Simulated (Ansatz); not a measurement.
The cluster Sn2Ge2, relaxed as a triplet with UKS PBE0-D4/def2-SVP in Ansatz, starting from the PBE0-D4/def2-SVP geometry of the neutral singlet. Force threshold 0.02 eV/Å.

In the def2 sets Sn takes a core potential; there is no spin–orbit coupling. At PBE0-D4/def2-SVP a singlet of charge 0 lies 0.79 eV below the triplet, each at its own geometry. The structure comes from a short search, and lower isomers may exist.

Start:

```csv
atom,x (Å),y (Å),z (Å)
Ge1,0.617,0.745,0.789
Ge2,-0.167,1.814,-1.198
Sn3,-0.777,-0.813,-1.053
Sn4,0.327,-1.746,1.462
```

Task: Estimate the energy that the relaxation releases and the steps that it takes.

Result: 2.0 kcal/mol, in 4 steps; 27 s on 2 threads of AMD EPYC 7R13 on a shared host. No frequencies were taken in this run, so the end may be a saddle point.

Task: Does the start keep its bonding and symmetry?

Result: By distances, no bond broke or formed. The bond that changes most is Ge1–Sn3, from 2.79 to 2.92 Å (atoms count from 1). Point group Cs at the start, Cs at the end, both within 0.05 Å.

Task: Predict the relaxed structure.

Result: 
Cartesian coordinates in Å:
```
Ge 0.665 0.811 0.845
Ge -0.173 1.720 -1.163
Sn -0.797 -0.824 -1.085
Sn 0.305 -1.708 1.403
```
Bond lengths (bridged metal pairs left out): 3 × Ge–Sn 2.61 to 2.92 Å; 1 × Ge–Ge 2.36 Å; 1 × Sn–Sn 2.86 Å.
